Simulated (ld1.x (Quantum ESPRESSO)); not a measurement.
Scattering properties, ultrasoft potential for S (Z = 16)

sulfur, ultrasoft, made with ld1.x (Quantum ESPRESSO) 7.5 (PBE, non-relativistic). Core [Ne], reference 3s2 3p4. Waves: 3s (bound): rcut 1.35, rcutus 1.65 bohr; 3s channel at 2.05 Ry: rcut 1.35, rcutus 1.65 bohr; 3p (bound): rcut 0.90, rcutus 1.20 bohr; 3p channel at 3.5 Ry: rcut 0.90, rcutus 1.20 bohr. Local part: all-electron potential smoothed inside 1.15 bohr (lloc = -1). Core correction: Bessel-smoothed model core inside 1.08 bohr. Augmentation charge: built from norm-conserving waves at rcut, not smoothed further.

The phase is arctan(r·u′/u) with u = r·R(r), unwrapped; energies in Ry, scanned from -3 to 5 Ry. A pole is an energy at which the radial function vanishes at the test radius. The pseudo phase is shifted by a multiple of π to meet the all-electron one at the reference energy, and phase errors are pseudo minus all-electron; the curves can meet again beyond the range given. Levels narrower than the energy grid can be missing from the lists of poles.

| channel | radius (bohr) | reference energy (Ry) | poles, all-electron | poles, pseudo | unbroken range about the reference energy with phases within 0.05 rad | phase error 1 Ry above the reference energy (rad) |
| --- | --- | --- | --- | --- | --- | --- |
| s | 1.79 | -1.26 | 1.60 | 1.60 | the whole range | -0.000 |
| p | 1.79 | -0.52 | 2.76 | 2.76 | the whole range | -0.000 |

Phases in the p channel:

```
E (Ry)  all-electron  pseudo
 -3.00         1.134   1.134
 -2.76         1.102   1.102
 -2.52         1.063   1.063
 -2.28         1.015   1.015
 -2.04         0.954   0.954
 -1.80         0.875   0.874
 -1.56         0.769   0.768
 -1.32         0.624   0.623
 -1.08         0.422   0.422
 -0.84         0.152   0.152
 -0.60        -0.173  -0.173
 -0.36        -0.496  -0.496
 -0.12        -0.762  -0.762
  0.12        -0.961  -0.961
  0.36        -1.104  -1.104
  0.60        -1.209  -1.209
  0.84        -1.288  -1.288
  1.08        -1.350  -1.350
  1.32        -1.399  -1.399
  1.56        -1.439  -1.439
  1.80        -1.473  -1.473
  2.04        -1.502  -1.502
  2.28        -1.528  -1.528
  2.52        -1.550  -1.550
  2.76        -1.571  -1.571
  3.00        -1.589  -1.589
  3.24        -1.607  -1.607
  3.48        -1.624  -1.624
  3.72        -1.640  -1.640
  3.96        -1.655  -1.656
  4.20        -1.670  -1.672
  4.44        -1.686  -1.688
  4.68        -1.701  -1.706
  4.92        -1.717  -1.727
```
